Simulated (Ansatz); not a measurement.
System: difluoro(dihydroxy)silane, sum formula H2SiO2F2, net charge 0, singlet state. 
Geometry from a B3LYP-D3(BJ)/def2-TZVP (Ansatz, a quantum-chemistry and plane-wave program) optimisation:
```
Si
F 1 1.5802
F 1 1.5881 2 105.58
O 1 1.6130 2 107.11 3 -119.73
H 4 0.9598 1 119.41 2 -160.77
O 1 1.6206 2 112.38 3 119.33
H 6 0.9603 1 119.93 2 -73.62
```

Basis-set convergence of Hartree-Fock and MP2 correlation energies (hartree) with Ansatz. Valence correlation only, unless marked. No spin-orbit coupling. Non-relativistic.

| basis | functions | E(HF) | E(corr, MP2) |
|---|---|---|---|
| aug-cc-pV(D+d)Z | 142 | -639.00975 | -0.90294 |
| aug-cc-pV(T+d)Z | 285 | -639.13742 | -1.12064 |
| aug-cc-pV(Q+d)Z | 501 | -639.16744 | -1.20325 |

Extrapolating the two largest sets (X = 3 and 4) as X^-3: E(corr) = (64·(-1.20325) - 27·(-1.12064))/37 = -1.2635 Eh, an estimate of the basis-set limit. The largest set recovers 95.2 % of it, the smallest 71.5 %.
